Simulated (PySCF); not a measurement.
Below is a simulated gas-phase N 1s photoelectron spectrum of `[BH3-][N+](C)(C)CCN`.

Every computed line was given a Gaussian of 0.6 eV full width at half maximum and an area set by the number of equivalent atoms; the highest printed point is 100. Level of theory: delta-SCF UKS SCAN, pcX-2 on the ionised atom, pcseg-1 elsewhere, spin-free X2C (PySCF 2.14.0).

binding energy (eV), intensity and a bar:
```
    404.7          0 
    404.8          1 
    404.9          4 #
    405.0          9 ###
    405.1         20 ######
    405.2         37 ###########
    405.3         60 ##################
    405.4         83 #########################
    405.5         98 #############################
    405.6        100 ##############################
    405.7         88 ##########################
    405.8         69 #####################
    405.9         52 ###############
    406.0         45 #############
    406.1         52 ################
    406.2         69 #####################
    406.3         88 ##########################
    406.4        100 ##############################
    406.5         98 #############################
    406.6         83 #########################
    406.7         60 ##################
    406.8         37 ###########
    406.9         20 ######
    407.0          9 ###
    407.1          4 #
    407.2          1 
    407.3          0
```

Problem. Count the maxima, the lines and the sites behind this envelope.

Solution. The curve has 2 maxima (at 405.6 and 406.4 eV). Under it lie 2 lines from 2 inequivalent nitrogen sites.

Problem. Decompose the envelope and assign each component. Numbering: `[BH3-:1][N+:2]([CH3:3])([CH3:4])[CH2:5][CH2:6][NH2:7]`.

Solution. 
```
position (eV)  relative area  line  atoms                   environment
       405.56              1  N 1s     N7        primary amine nitrogen
       406.44              1  N 1s     N2  nitrogen bonded to B and 3 C
```

Problem. What are the centre and the root-mean-square width of the whole band?

Solution. The area-weighted mean of the lines is 406.00 eV. Their own spread about it is 0.44 eV (rms) and each Gaussian has σ = 0.6/2.355 = 0.25 eV; the variances add, which gives 0.51 eV.

Problem. Above which line width would these two lines show one maximum?

Solution. Two equal Gaussians merge once their distance is under 2σ = FWHM/1.177. With 0.88 eV between them that is a full width over 1.04 eV.

The listed N 1s values span 0.88 eV, from N7 (bonded to C and 2 H) to N2 (bonded to 3 C and B). Summing the Pauling electronegativity differences to the bonded atoms, each weighted by its formal bond order, gives -2.17 for the lowest site and -2.47 for the highest; the largest sum, -2.17, belongs to N7, 0.88 eV below the top. The smallest sum, -2.47, belongs to N2, 0.88 eV above the lowest.

Shake-up satellites, vibrational structure and lifetime widths aren't simulated. One conformer (not necessarily the lowest) at the PBE0-D3(BJ)/def2-SVP geometry, without solvent, vibrations or thermal averaging.

The values belong to the conformer `[BH3-:1][N+:2]([CH3:3])([CH3:4])[CH2:5][CH2:6][NH2:7]`: B1–N2–C5–C6 163°, N2–C5–C6–N7 60°, H–N7–C6–C5 -176°, H–N7–C6–C5 66°.
